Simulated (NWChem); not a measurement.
# Correlation energy of Mg

```xyz
1

Mg     0.0000     0.0000     0.0000
```
Charge 0, spin multiplicity 1.

All runs are NWChem calculations.

Basis set: def2-QZVP. Each correlation energy counts from its own Hartree-Fock reference.

The correlated methods keep 5 core orbitals frozen. No row is a measurement; the coupled-cluster row has its own basis-set and correlation limits.

Q: For the correlation energy, MP2 gives -23.6 mHa and SCS-MP2 gives -28.3 mHa. What do CCSD, CR-CCSD[T], CR-CCSD(T) give?

A: CCSD: -33.8 mHa; CR-CCSD[T]: -33.8 mHa; CR-CCSD(T): -33.8 mHa.
